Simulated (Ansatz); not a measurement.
`[CH3][Ga][SiH3]` radical: the same geometry under several functionals.

```yaml
crystal:
  periodic: [false, false, false]
  atoms:
    - {symbol: C, position_ang: [-0.932528, 1.329659, -1.144907]}
    - {symbol: Ga, position_ang: [0.722160, 0.829124, -0.157900]}
    - {symbol: Si, position_ang: [0.944931, -1.267778, 1.096844]}
    - {symbol: H, position_ang: [-1.149976, 0.556059, -1.887896]}
    - {symbol: H, position_ang: [-0.852801, 2.293721, -1.646248]}
    - {symbol: H, position_ang: [-1.769764, 1.359979, -0.440720]}
    - {symbol: H, position_ang: [2.116074, -2.019847, 0.562330]}
    - {symbol: H, position_ang: [-0.230719, -2.189446, 1.080838]}
    - {symbol: H, position_ang: [1.241123, -0.937871, 2.520459]}
basis:
  gaussian: {orbitals: def2-TZVPP}
magnetization: {spin_polarized: true, initial_magnetization: 1}
hamiltonian: {xc: pbe, dispersion: d4}
output: {forces: true, orbitals: {seedname: orbitals}}
```

```sh
$ ansatz run in.yaml --threads 4 --pin off --events-out ev --progress --plain
```

Output, abridged:

```
Functional definition: PBE
1190 factors; their error is unknown
mean field evaluation 1: about -61364.4210 eV, gradient 5.2e1 eV
mean field evaluation 2: about -61328.8035 eV, gradient 8.7e1 eV
mean field evaluation 4: about -61375.9159 eV, gradient 7.5e0 eV
mean field evaluation 8: about -61376.3177 eV, gradient 1.6e-1 eV
mean field evaluation 16: about -61376.2827 eV, gradient 2.5e-4 eV
mean field -61376.28267380 eV, -2255.5367859235 hartree, gradient 1.1e-5 eV, S^2 0.752038; 0 other end points of the search recorded, 0 dependent functions left out
reference -61376.28272065 eV, -2255.5367876454 hartree; 29, 28 occupied and 176, 177 virtual orbitals, 1190 factors
Total energy: -61376.44009964 eV, -2255.5425712166 hartree
Atom 0 at    -0.932528     1.329659    -1.144907 Å, force    -0.014074     0.021829    -0.019771 eV/Å
Atom 1 at     0.722160     0.829124    -0.157900 Å, force     0.174584     0.034843     0.056286 eV/Å
Atom 2 at     0.944931    -1.267778     1.096844 Å, force    -0.033800     0.062379    -0.050258 eV/Å
Atom 3 at    -1.149976     0.556059    -1.887896 Å, force    -0.030337    -0.154096    -0.137892 eV/Å
Atom 4 at    -0.852801     2.293721    -1.646248 Å, force     0.022562     0.184684    -0.092336 eV/Å
Atom 5 at    -1.769764     1.359979    -0.440720 Å, force    -0.151567     0.002971     0.144679 eV/Å
Atom 6 at     2.116074    -2.019847     0.562330 Å, force     0.118568    -0.073231    -0.049435 eV/Å
Atom 7 at    -0.230719    -2.189446     1.080838 Å, force    -0.119764    -0.111375     0.008121 eV/Å
Atom 8 at     1.241123    -0.937871     2.520459 Å, force     0.033828     0.031996     0.140607 eV/Å
Dipole moment:    -0.137510     0.131649    -0.132446 e Å
```

Run time 3 s (4 threads of a server CPU on a shared host); peak host memory 0.28 GiB.

With the line `hamiltonian: {xc: {name: r2SCANh}, dispersion: d4}` and no forces (abridged; 7 s):

```
Functional definition: r2SCANh
mean field evaluation 16: about -61387.9488 eV, gradient 1.8e-4 eV
mean field -61387.94877659 eV, -2255.9655072936 hartree, gradient 5.5e-5 eV, S^2 0.755485
Total energy: -61387.98896351 eV, -2255.9669841358 hartree
```

With the line `hamiltonian: {xc: {name: B3LYP}, dispersion: d4}` (abridged; 4.3 s):

```
Functional definition: B3LYP
mean field evaluation 16: about -61392.2907 eV, gradient 7.0e-5 eV
mean field -61392.29073315 eV, -2256.1250712539 hartree, gradient 7.0e-5 eV, S^2 0.752606
Total energy: -61392.54754758 eV, -2256.1345090101 hartree
Atom 0 force    -0.234833     0.060916    -0.136029 eV/Å
Atom 1 force     0.202689     0.075194     0.045665 eV/Å
Atom 2 force     0.027755    -0.188836     0.116480 eV/Å
Atom 3 force     0.008433     0.037288     0.025496 eV/Å
Atom 4 force    -0.012640    -0.051769     0.023898 eV/Å
Atom 5 force     0.032485     0.005845    -0.031177 eV/Å
Atom 6 force    -0.066975     0.040365     0.031211 eV/Å
Atom 7 force     0.060272     0.041805     0.003812 eV/Å
Atom 8 force    -0.017184    -0.020807    -0.079357 eV/Å
Dipole moment:    -0.118489     0.135503    -0.126558 e Å
```

The same input with `hamiltonian: {xc: pbe0, dispersion: d4}` and no forces (abridged; 4.4 s):

```
Functional definition: PBE0
mean field evaluation 16: about -61378.4215 eV, gradient 2.0e-4 eV
mean field -61378.42148777 eV, -2255.6153858872 hartree, gradient 6.2e-5 eV, S^2 0.753445; 2 other end points of the search recorded, 0 dependent functions left out
Total energy: -61378.55545212 eV, -2255.6203089862 hartree
```

The same input with `hamiltonian: {xc: {name: B2PLYP}}` and no forces (abridged; 7 s):

```
Functional definition: B2PLYP
mean field evaluation 16: about -61370.9176 eV, gradient 9.6e-4 eV
mean field -61370.91755849 eV, -2255.3396215725 hartree, gradient 2.0e-6 eV, S^2 0.755605; 2 other end points of the search recorded, 0 dependent functions left out
15 core orbitals not correlated: weight in the atoms' cores, before any rotation towards them, 1.000 or more for the frozen orbitals, at most 0.000 for the correlated occupied ones
second order -17.34416085 eV of doubles, -0.00000000 eV of singles
Total energy: -61375.60066286 eV, -2255.5117224839 hartree
```

With the line `hamiltonian: {xc: {name: wB97M-V}}` (abridged; 17 s):

```
Functional definition: wB97M-V
mean field evaluation 16: about -61385.5400 eV, gradient 6.1e-4 eV
mean field -61385.54001583 eV, -2255.8769869683 hartree, gradient 3.3e-5 eV, S^2 0.752744; 2 other end points of the search recorded, 0 dependent functions left out
Total energy: -61385.54006866 eV, -2255.8769889097 hartree
Atom 0 force    -0.026773    -0.000304    -0.012981 eV/Å
Atom 1 force    -0.001096    -0.049888     0.027170 eV/Å
Atom 2 force     0.020212    -0.090314     0.059047 eV/Å
Atom 3 force     0.005154     0.064628     0.051186 eV/Å
Atom 4 force    -0.019667    -0.082002     0.037693 eV/Å
Atom 5 force     0.053477     0.001714    -0.062123 eV/Å
Atom 6 force    -0.132544     0.083974     0.062786 eV/Å
Atom 7 force     0.133608     0.112024    -0.002086 eV/Å
Atom 8 force    -0.032372    -0.039833    -0.160693 eV/Å
Dipole moment:    -0.112194     0.137790    -0.125147 e Å
```

B3LYP takes the VWN-RPA correlation (the form of Gaussian; ORCA's B3LYP/G).
